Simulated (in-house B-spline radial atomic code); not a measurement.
The numbers below are computed, except where a source is named.
Making a Troullier-Martins p channel for Ag, r_c = 1.01 bohr

Ag, [Kr] 4d10 5s1, non-relativistic PBE, spherical and spin-unpolarised, from an all-electron radial atomic-structure program (B-spline basis) (atomic units). The all-electron 4p level is ε = -2.083358 hartree, its outermost node lies just inside 0.46 bohr and its outer maximum at 0.89 bohr.

Inside r_c the pseudo-orbital is u(r) = r^2 exp(p(r)), with p = c0 + c2 r² + c4 r⁴ + … + c12 r¹². The seven coefficients follow from p and its first four derivatives at r_c, from zero curvature of the screened potential at the origin, c4 = −c2²/(2l + 5), and from the norm inside r_c. At r_c the all-electron orbital has P = 1.089235, P' = -0.6979442, the screened potential V = -4.885462, V' = 12.44741, V'' = -38.96615, and the norm inside is Q = 0.5362626.

(1) What are p, p' and p'' at r_c?

For a trial c2 the five matching conditions are linear in c0, c6, c8, c10 and c12, and c2 is varied until the norm inside r_c equals Q. The root nearest zero gives:

```tsv
n	c_n
0	0.8078569
2	0.2882089
4	-0.01186634
6	-4.209859
8	5.622412
10	-3.006188
12	0.6011138
```

(2) Check c4 and p(r_c), and find the screened pseudopotential at the origin.

Orbitals and screened potentials:

```csv
r (bohr),P,u,V all-electron,V pseudo
0.101,0.3044,0.02295,-308.8,-0.6539
0.252,-0.5969,0.1449,-79.01,-1.044
0.404,-0.23,0.378,-34.6,-2.754
0.556,0.5042,0.6983,-18.61,-5.786
0.707,0.9737,0.9963,-11.32,-7.936
0.858,1.133,1.133,-7.318,-7.111
1.01,1.089,1.089,-4.885,-4.885
```

Logarithmic derivatives P'/P at R = 1.31 bohr, for energies E around ε:

```
E − ε (hartree)  all-electron     pseudo
           -0.5     -0.343213  -0.344689
          -0.25     -0.808305  -0.808881
           -0.1      -1.13852   -1.13875
              0      -1.38596   -1.38611
            0.1      -1.65977   -1.66005
           0.25      -2.13125   -2.13233
            0.5      -3.14261   -3.14822
```

(3) With P(R) = 0.7887055 and a norm of 0.8083034 inside R, what slope in energy does norm conservation fix?

## Answers

(1) p = ln(P/r_c^2) = ln(1.089235/1.0201) = 0.06557. p' = P'/P − 2/r_c = -0.64077 − 1.98020 = -2.62096. The radial equation gives p'' = 2(V − ε) − 2(2) p'/r_c − p'² = -5.60421 − (-10.38005) − 6.86945 = -2.09360. Differentiating, p''' = 2V' + 2(2)p'/r_c² − 2(2)p''/r_c − 2p'p'' = 11.935, and p'''' = 2V'' − 4(2)p'/r_c³ + 4(2)p''/r_c² − 2(2)p'''/r_c − 2p''² − 2p'p''' = -67.472.

(2) −c2²/7 = -0.0118663, as listed. The terms c_n r_c^n are 0.80786, 0.29400, -0.01235, -4.46885, 6.08827, -3.32070, 0.67735, which sum to 0.06558. Inverting the radial equation, V_l(r) = ε + 2 p'/r + (p'' + p'²)/2, so V_l(0) = ε + (2l + 3) c2 = -2.083358 + 5 × (0.288209) = -0.6423 hartree, finite where the all-electron potential diverges.

(3) d(P'/P)/dE = −2 × (norm inside R)/P(R)² = -2.5988 per hartree·bohr at E = ε, for both atoms, since orbital and norm agree at R. Differences over ±0.1 hartree give -2.6062 (all-electron) and -2.6065 (pseudo), which also hold third-order terms. Half a hartree below ε the two curves differ by -0.0015.
